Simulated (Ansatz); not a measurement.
Cost and result for the atomization energy of `[CH3][Ge]([CH3])([CH3])[Br]` (14 atoms, 13 bonds).

```xyz
14

C    -1.089    1.529   -0.037
Ge   -0.140   -0.149   -0.304
C     1.757    0.114   -0.650
C    -0.467   -1.427    1.126
Br   -1.031   -1.101   -2.246
H    -0.938    2.186   -0.893
H    -0.717    2.027    0.862
H    -2.157    1.342    0.079
H     1.895    0.777   -1.504
H     2.236   -0.841   -0.865
H     2.236    0.560    0.225
H    -0.069   -1.041    2.068
H     0.019   -2.377    0.901
H    -1.538   -1.599    1.239
```

Charge 0, multiplicity 1. Correlated methods include outer-core shells of Br, Ge, which these sets cover unevenly. Scalar relativity is left out up to krypton. All single points use the PBE0-D4/def2-TZVP geometry. Program: Ansatz. All runs use 2 threads of an AMD EPYC 7R13 on a shared host and a share of an NVIDIA H100 80 GB. Times are those of one run each, without the atoms' runs, and a repeat can differ threefold. Electronic energies, without spin–orbit coupling; frozen cores. CCSD(T)/CBS adds CCSD(T) − MP2 in def2-TZVPP to the MP2 limit, and its time is that of the two runs behind it. T1 = 0.008. With those shells the extrapolation isn't a true limit. B3LYP takes the VWN-RPA correlation (the form of Gaussian; ORCA's B3LYP/G). HSE06 is the plane-wave form, built on full-range PBE exchange.

CCSD(T)/CBS is a level of theory with its own doubt, some kJ/mol a heavy atom from the limit and from the frozen cores, so smaller differences don't rank the functionals.

```tsv
level	functions	wall time
r2SCANh-D4/def2-TZVPP	315	3.5 s
PBE0-D4/def2-TZVPP	315	5.5 s
PBE-QIDH/def2-TZVPP	315	5.5 s
PBE-D4/def2-TZVPP (with forces)	315	6 s
B97M-V/def2-TZVPP	315	6 s
CAM-B3LYP-D4/def2-TZVPP	315	6 s
B3LYP-D4/def2-TZVPP (with forces)	315	6.5 s
CCSD(T)/def2-SVP	151	6.5 s
HSE06-D4/def2-TZVPP	315	7 s
B2PLYP/def2-TZVPP	315	8.5 s
MP2/def2-QZVPP	619	9 s
CCSD(T)/def2-TZVPP	315	12 s
CCSD(T)/CBS(def2)	–	21 s
```

Question: What atomization energy does each give, and how far from CCSD(T)/CBS? (Estimate.)

Answer: Computed: 
```csv
level,atomization (kJ/mol),difference from CCSD(T)/CBS,per bond
r2SCANh-D4/def2-TZVPP,5051.9,-15.2,-1.2
PBE0-D4/def2-TZVPP,5063.2,-3.9,-0.3
PBE-QIDH/def2-TZVPP,5050.0,-17.1,-1.3
PBE-D4/def2-TZVPP (with forces),5099.9,32.8,2.5
B97M-V/def2-TZVPP,5062.3,-4.8,-0.4
CAM-B3LYP-D4/def2-TZVPP,5053.4,-13.7,-1.1
B3LYP-D4/def2-TZVPP (with forces),5036.1,-31.0,-2.4
CCSD(T)/def2-SVP,4809.0,-258.1,-19.9
HSE06-D4/def2-TZVPP,5065.4,-1.7,-0.1
B2PLYP/def2-TZVPP,4994.1,-73.0,-5.6
MP2/def2-QZVPP,5060.6,-6.5,-0.5
CCSD(T)/def2-TZVPP,4968.8,-98.3,-7.6
CCSD(T)/CBS(def2),5067.1,0.0,0.0
```

At CCSD(T), def2-SVP lies −258.1 kJ/mol from the extrapolated value and def2-TZVPP −98.3 kJ/mol: correlation converges slowly with the basis, and small sets miss more of it in the bonded molecule than in its fragments. Leaving LDA and LC-ωPBE aside and taking each functional with its dispersion term where it has one, the values, not all of them listed here, spread over 148.3 kJ/mol, from BHLYP-D4 to PBE-D4. LDA lies +607.8 kJ/mol from PBE without D4, its usual overbinding. From BLYP to BHLYP (50 % exact exchange), in def2-TZVPP and without D4, the atomization energy moves by −15.7 kJ/mol: exact exchange takes away binding that semilocal exchange gives to molecules.
